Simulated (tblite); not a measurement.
Species: C4H8FN3Si.
Structure used (GFN2-xTB), in Å, numbered top down from 1:
```
atom  x, y, z in Å
C1    -1.377    1.686    0.229
C2    -1.086    0.241    0.066
C3    -1.935   -0.842    0.015
F4    -3.277   -0.811    0.103
C5    -1.123   -1.972   -0.149
N6     0.137   -1.599   -0.195
N7     0.164   -0.262   -0.063
Si8    1.714    0.582   -0.112
N9     2.804   -0.713    0.080
H10   -2.453    1.838    0.250
H11   -0.951    2.258   -0.594
H12   -0.950    2.059    1.159
H13   -1.405   -3.001   -0.233
H14    1.770    1.481    1.042
H15    1.730    1.333   -1.374
H16    3.783   -0.626   -0.127
H17    2.449   -1.639   -0.106
```

All values are computed: GFN2-xTB (tblite) harmonic vibrations without scaling, gas phase. Errors from tens to a few hundred cm⁻¹ against measured bands are possible. Modes of hydrogen on silicon can be 10 to 20 % off. One conformer, not necessarily the lowest.

Harmonic wavenumbers (cm⁻¹): 48.8, 89.5, 106.8, 139.6, 207.3, 238.8, 246.8, 259.5, 334.9, 416.6, 433.2, 455.1, 552.2, 575.4, 605.5, 631.9, 666.4, 706.2, 748.0, 802.5, 828.9, 834.5, 943.5, 957.1, 1036.3, 1051.4, 1103.7, 1175.3, 1245.9, 1356.0, 1399.5, 1433.5, 1465.4, 1466.0, 1472.0, 1494.3, 1613.2, 2193.7, 2260.5, 3000.9, 3014.4, 3047.3, 3183.0, 3442.2, 3534.8.

A = 2917, B = 944.5, C = 725.3 MHz; mass 145.047 u (most abundant isotopes); point group C1, symmetry number 1.

Question: What is the zero-point energy?

Answer: ½Σν̃ = 26409 cm⁻¹ = 315.93 kJ/mol.

Question: Give the ideal-gas entropy at 500 K and 1 bar in the rigid-rotor, harmonic-oscillator model (classical rotation).

Answer: Translation 181.67, rotation 129.73, vibration 211.10: S = 522.5 J/(mol K).

Question: And Cp and H(500 K) − H(0)?

Answer: Cp = 235.59 J/(mol K), of which vibrations give 202.34 (their classical limit is 45 R = 374.2); H(500 K) − H(0) = 71.22 kJ/mol without the zero-point energy, 54.59 from vibrations.

Question: How do the functions run with temperature in this model?

Answer: 
```json
{"T (K)": "50", "S (J/(mol K))": "246.1", "Cp (J/(mol K))": "53.6", "H − H(0) (kJ/mol)": "2.05", "G − H(0) (kJ/mol)": "-10.26", "ln q(vib)": "0.43"}
{"T (K)": "100", "S (J/(mol K))": "291.3", "Cp (J/(mol K))": "79.1", "H − H(0) (kJ/mol)": "5.38", "G − H(0) (kJ/mol)": "-23.75", "ln q(vib)": "1.55"}
{"T (K)": "298.15", "S (J/(mol K))": "418.6", "Cp (J/(mol K))": "167.7", "H − H(0) (kJ/mol)": "30.05", "G − H(0) (kJ/mol)": "-94.75", "ln q(vib)": "6.84"}
{"T (K)": "373.15", "S (J/(mol K))": "459.4", "Cp (J/(mol K))": "196.1", "H − H(0) (kJ/mol)": "43.72", "G − H(0) (kJ/mol)": "-127.69", "ln q(vib)": "8.87"}
{"T (K)": "750", "S (J/(mol K))": "628.9", "Cp (J/(mol K))": "288.1", "H − H(0) (kJ/mol)": "137.24", "G − H(0) (kJ/mol)": "-334.41", "ln q(vib)": "18.55"}
{"T (K)": "1000", "S (J/(mol K))": "716.6", "Cp (J/(mol K))": "321.0", "H − H(0) (kJ/mol)": "213.67", "G − H(0) (kJ/mol)": "-502.92", "ln q(vib)": "24.26"}
```

q(vib) and H(0) count from the zero-point level.

Question: Which modes carry the vibrational entropy at 500 K?

Answer: 48.8 cm⁻¹: 24.64; 89.5 cm⁻¹: 19.62; 106.8 cm⁻¹: 18.16; 139.6 cm⁻¹: 15.95; 207.3 cm⁻¹: 12.73; 238.8 cm⁻¹: 11.60 J/(mol K); the other 39 give 108.40 together.

Question: What must be added to the electronic energy to get the Gibbs energy at 500 K and 1 bar?

Answer: ZPE + [H(500 K) − H(0)] − T·S = 315.93 + 71.22 − 261.25 = 125.90 kJ/mol.

Hindered rotation and anharmonicity are outside this model. Other conformers, if any are populated, would add a mixing term that is left out. The structure is chiral; the term R ln 2 for an equal mix with its mirror image is left out.
